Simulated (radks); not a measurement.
Species: Ca3+. Configuration: [Ne] 3s2 3p5 (the NIST ground configuration). Calculated with a radial shooting solver on a logarithmic mesh with Libxc functionals: scalar-relativistic Kohn-Sham, r2SCAN, spin-polarised, spherical densities, finite nucleus; open shells are filled with parallel spins first; meta-GGA in the generalised Kohn-Sham scheme; Fermi nuclear charge, rms radius 3.4776 fm.

Normalised radial functions P(r) = r R(r), r in bohr:

r,2p up,3s up,3p down
0.002501,0.0017,0.0457,0.0006
0.003556,0.0033,0.0634,0.0012
0.005056,0.0065,0.0870,0.0023
0.00719,0.0127,0.1180,0.0045
0.01022,0.0247,0.1568,0.0087
0.01454,0.0474,0.2025,0.0167
0.02067,0.0895,0.2504,0.0315
0.02939,0.1653,0.2897,0.0582
0.04179,0.2950,0.2997,0.1036
0.05942,0.5025,0.2505,0.1756
0.08449,0.8021,0.1110,0.2772
0.1201,1.1736,-0.1254,0.3957
0.1708,1.5267,-0.3965,0.4852
0.2429,1.6956,-0.5435,0.4596
0.3454,1.5237,-0.3729,0.2246
0.4911,1.0321,0.1586,-0.2251
0.6983,0.4786,0.7884,-0.7281
0.9929,0.1384,1.0569,-0.9811
1.412,0.0204,0.7903,-0.8194
2.007,0.0012,0.3363,-0.4246
2.854,0.0000,0.0711,-0.1222
4.059,0.0000,0.0059,-0.0162

2p up: eigenvalue -374.91 eV, 0 radial nodes, <r> = 0.327 bohr, 90 % of the charge inside 0.539 bohr. 3s up: eigenvalue -81.781 eV, 2 radial nodes at r = 0.101, 0.450 bohr, <r> = 1.12 bohr, 90 % of the charge inside 1.67 bohr. 3p down: eigenvalue -59.303 eV, 1 radial node at r = 0.418 bohr, <r> = 1.21 bohr, 90 % of the charge inside 1.84 bohr.
